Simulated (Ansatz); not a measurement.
The same bond dissociation along the group F, Cl, Br.

Computed with Ansatz on PBE0-D4/def2-TZVP structures; ΔE is electronic, products minus reactants. CCSD(T)/CBS adds triple-zeta CCSD(T) − MP2 to the extrapolated MP2 energy (def2 sets, frozen cores). This one scheme is used for every species, atoms too. Functionals use def2-TZVPP. No spin–orbit coupling; open shells (•) take unrestricted orbitals. Spin–orbit coupling would lower the free atoms: a little for Cl, F; clearly for Br. For Br, Se outer-core shells are correlated without core-valence functions, so the limit isn't a true one: a few kJ/mol of doubt a bond, and 10 to 20 or more in all where bonds break to atoms. Scalar relativity is left out up to krypton. Each species was taken in one conformer, which may not be the lowest.

```json
{"reaction": "`F[SiH2][SeH]` → F• + `[SiH2][SeH]`•", "PBE-D4 (kcal/mol)": "149.9", "revPBE-D4 (kcal/mol)": "144.4", "CCSD(T)/CBS(def2) (kcal/mol)": "154.6"}
{"reaction": "`Cl[SiH2][SeH]` → Cl• + `[SiH2][SeH]`•", "PBE-D4 (kcal/mol)": "106.3", "revPBE-D4 (kcal/mol)": "103.3", "CCSD(T)/CBS(def2) (kcal/mol)": "110.0"}
{"reaction": "`[SeH][SiH2]Br` → Br• + `[SiH2][SeH]`•", "PBE-D4 (kcal/mol)": "94.1", "revPBE-D4 (kcal/mol)": "90.8", "CCSD(T)/CBS(def2) (kcal/mol)": "98.8"}
```

Largest T1 diagnostic: 0.014, for `[SiH2][SeH]`•.
